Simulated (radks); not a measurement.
The nuclear charge of the vanadium ion V+ is varied continuously with 22 electrons held in [Ar] 3d4. All-electron calculation, scalar-relativistic Kohn-Sham, PBE, spin-unpolarised, spherical densities, finite nucleus; Fermi nuclear charge, rms radius 3.6002 fm. Program: a radial shooting solver on a logarithmic mesh with Libxc functionals. By the Hellmann-Feynman theorem dE/dZ = E(electron-nucleus)/Z, the electronic potential at the nucleus (averaged over a nucleus of fixed radius). The scalar-relativistic energy here is not variational (the density holds large components alone), so the two differ by a part that grows with Z.

Z	E (hartree)	E(electron-nucleus)/Z (hartree)	HOMO	e(HOMO) (eV)	<r> HOMO (bohr)
22	-853.44104	-92.3859	3d	-1.025	2.403
22.5	-900.37803	-95.2448	3d	-4.152	1.853
23	-948.73853	-98.0721	3d	-8.988	1.553
23.5	-998.50923	-100.878	3d	-15.295	1.362
24	-1049.68175	-103.670	3d	-22.856	1.228

The central difference of E at Z = 23 is -98.131 hartree, to compare with the third column; the second derivative is -5.64 hartree.
